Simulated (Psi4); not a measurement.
Cl₂Fe, quintet, geometry from GFN2-xTB (such geometries of metal compounds can be far from the true shape); R2SCAN/6-31G** (Psi4).

Psi4 was given this input:
```
memory 2 GB

molecule {
0 5
  Fe   -0.40815377    0.20857746   -0.36293014
  Cl    1.54992816    0.14750098   -0.93808064
  Cl   -0.92569298   -0.46650180    1.49315026
}

set basis 6-31g**
set reference uks

energy('r2scan')
print_variables()
```

Problem. Predict the main parts of the log of this Psi4 run.

Solution. 
```
   => Loading Basis Set <=

    Name: 6-31G**
    Role: ORBITAL
    Keyword: BASIS

         ---------------------------------------------------------
                                   SCF
               by Justin Turney, Rob Parrish, Andy Simmonett
                          and Daniel G. A. Smith
                              UKS Reference
         ---------------------------------------------------------

  ==> Geometry <==

    Molecular point group: cs
    Full point group: Cs

    Geometry (in Angstrom), charge = 0, multiplicity = 5:

       Center              X                  Y                   Z               Mass
    ------------   -----------------  -----------------  -----------------  -----------------
         FE           0.406633795223     0.404064112298     0.000000000000    55.934936330000
         CL           0.916648537661    -1.572928108513     0.000000000000    34.968852682000
         CL          -1.567085532328     0.926601487501     0.000000000000    34.968852682000

  Running in cs symmetry.

  Rotational constants: A =      0.50957  B =      0.07765  C =      0.06738 [cm^-1]
  Rotational constants: A =  15276.42076  B =   2327.89673  C =   2020.06866 [MHz]
  Nuclear repulsion =  272.517966480606390

  Charge       = 0
  Multiplicity = 5
  Electrons    = 60
  Nalpha       = 32
  Nbeta        = 28

  ==> Algorithm <==

  SCF Algorithm Type is DF.
  DIIS enabled.
  MOM disabled.
  Fractional occupation disabled.
  Guess Type is SAD.
  Energy threshold   = 1.00e-06
  Density threshold  = 1.00e-06
  Integral threshold = 1.00e-12

  ==> Primary Basis <==

  Basis Set: 6-31G**
    Blend: 6-31G**
    Number of shells: 28
    Number of basis functions: 77
    Number of Cartesian functions: 77
    Spherical Harmonics?: false
    Max angular momentum: 3

  ==> DFT Potential <==

   => LibXC <=

    Version 7.1.2
    S. Lehtola, C. Steigemann, M. J. T. Oliveira, and M. A. L. Marques,  SoftwareX 7, 1–5 (2018) (10.1016/j.softx.2017.11.002)

   => Composite Functional: R2SCAN <=

    r2SCAN Meta-GGA XC Functional  (0.1021/acs.jpclett.0c02405)
    J. W. Furness, A. D. Kaplan, J. Ning, J. P. Perdew, J. Sun  J. Phys. Chem. Lett.  11, 8208–8215, 2020

    Deriv               =              1
    GGA                 =           TRUE
    Meta                =           TRUE

    Exchange Hybrid     =          FALSE
    MP2 Hybrid          =          FALSE

   => Exchange Functionals <=

    1.0000   XC_MGGA_X_R2SCAN

   => Correlation Functionals <=

    1.0000   XC_MGGA_C_R2SCAN

   => LibXC Density Thresholds  <==

    XC_MGGA_C_R2SCAN:  1.00E-15
    XC_MGGA_X_R2SCAN:  1.00E-11

   => Molecular Quadrature <=

    Radial Scheme          =       TREUTLER
    Pruning Scheme         =           NONE
    Nuclear Scheme         =       TREUTLER

    Blocking Scheme        =         OCTREE
    BS radius alpha        =              1
    Pruning alpha          =              1
    Radial Points          =             75
    Spherical Points       =            302
    Total Points           =          64827
    Total Blocks           =            578
    Max Points             =            256
    Max Functions          =             75
    Weights Tolerance      =       1.00E-15

   => Loading Basis Set <=

    Name: (6-31G** AUX)
    Role: JKFIT
    Keyword: DF_BASIS_SCF

  ==> Integral Setup <==

  SCF_SUBTYPE=INCORE selected. In-core MEM_DF algorithm will be used.
  Using in-core AOs.

  ==> MemDFJK: Density-Fitted J/K Matrices <==

    J tasked:                   Yes
    K tasked:                    No
    wK tasked:                   No
    Algorithm:                 Core
    Schwarz Cutoff:           1E-12
    Mask sparsity (%):       1.9228
    Fitting Condition:        1E-10

   => Auxiliary Basis Set <=

  Basis Set: (6-31G** AUX)
    Blend: CC-PVDZ-JKFIT + DEF2-UNIVERSAL-JKFIT
    Number of shells: 130
    Number of basis functions: 637
    Number of Cartesian functions: 637
    Spherical Harmonics?: false
[...]
    Occupation by irrep:
             Ap   App
    DOCC [    22,    6 ]
    SOCC [     2,    2 ]
    NA   [    24,    8 ]
    NB   [    22,    6 ]

   @DF-UKS iter   3: -2169.50916110221715   -6.33954e+01   8.02246e-02 ADIIS/DIIS
   @DF-UKS iter   4: -2183.00435748249947   -1.34952e+01   2.67537e-02 ADIIS/DIIS
   @DF-UKS iter   5: -2183.88845255730348   -8.84095e-01   6.20101e-03 ADIIS/DIIS
   @DF-UKS iter   6: -2183.89147806416167   -3.02551e-03   4.40945e-03 ADIIS/DIIS
   @DF-UKS iter   7: -2183.93126508510022   -3.97870e-02   1.29879e-03 ADIIS/DIIS
   @DF-UKS iter   8: -2183.93390745703482   -2.64237e-03   5.87016e-04 ADIIS/DIIS
   @DF-UKS iter   9: -2183.93478152434636   -8.74067e-04   5.11700e-04 ADIIS/DIIS
   @DF-UKS iter  10: -2183.93506380498957   -2.82281e-04   3.68877e-04 ADIIS/DIIS
   @DF-UKS iter  11: -2183.93544209538004   -3.78290e-04   1.73991e-04 ADIIS/DIIS
   @DF-UKS iter  12: -2183.93548362743286   -4.15321e-05   6.02011e-05 DIIS
   @DF-UKS iter  13: -2183.93548811636265   -4.48893e-06   9.56525e-06 DIIS
   @DF-UKS iter  14: -2183.93548829783140   -1.81469e-07   3.78704e-06 DIIS
   @DF-UKS iter  15: -2183.93548833232671   -3.44953e-08   6.01072e-07 DIIS
  Energy and wave function converged.

  ==> Post-Iterations <==

   Electrons on quadrature grid:
      Nalpha   =   31.9999977935 ; deviation = -2.206e-06
      Nbeta    =   28.0000004281 ; deviation = 4.281e-07
      Ntotal   =   59.9999982216 ; deviation = -1.778e-06

   @Spin Contamination Metric:   2.370982210E-02
   @S^2 Expected:                6.000000000E+00
   @S^2 Observed:                6.023709822E+00
   @S   Expected:                2.000000000E+00
   @S   Observed:                2.000000000E+00

    Orbital Energies [Eh]
    ---------------------

    Alpha Occupied:

[...]
    Alpha Virtual:

[...]
    Beta Occupied:

[...]
      22Ap    -0.205343

    Beta Virtual:

[...]
      55Ap    20.581246

    Final Occupation by Irrep:
             Ap   App
    DOCC [    22,    6 ]
    SOCC [     2,    2 ]
    NA   [    24,    8 ]
    NB   [    22,    6 ]

  @DF-UKS Final Energy: -2183.93548833232671

   => Energetics <=

    Nuclear Repulsion Energy =            272.5179664806063897
    One-Electron Energy =               -3559.9282904651590798
    Two-Electron Energy =                1215.6797245836055481
    DFT Exchange-Correlation Energy =    -112.2048889313797844
    Empirical Dispersion Energy =           0.0000000000000000
    VV10 Nonlocal Energy =                  0.0000000000000000
    Total Energy =                      -2183.9354883323267131

  UHF NO Occupations:
  HONO-2 :    7App 1.0000000
  HONO-1 :    8App 1.0000000
  HONO-0 :   24 Ap 1.0000000
  LUNO+0 :   25 Ap 0.0101793
  LUNO+1 :   26 Ap 0.0006058
  LUNO+2 :   27 Ap 0.0005800
  LUNO+3 :    9App 0.0001357

Computation Completed

Properties will be evaluated at   0.000000,   0.000000,   0.000000 [a0]

Properties computed using the SCF density matrix

 Multipole Moments:

 ------------------------------------------------------------------------------------
     Multipole            Electronic (a.u.)      Nuclear  (a.u.)        Total (a.u.)
 ------------------------------------------------------------------------------------

 L = 1.  Multiply by 2.5417464519 to convert [e a0] to [Debye]
 Dipole X            :          2.0006836           -0.9164231            1.0842605
 Dipole Y            :          1.9880884           -0.9106319            1.0774565
 Dipole Z            :          0.0000000            0.0000000            0.0000000
 Magnitude           :                                                    1.5285723

 ------------------------------------------------------------------------------------

  Variable Map:
  ----------------------------------------------------------------------------
[...]
  Array Variable Map:
  ----------------------------------------------------------------------------
[...]
[...]
```
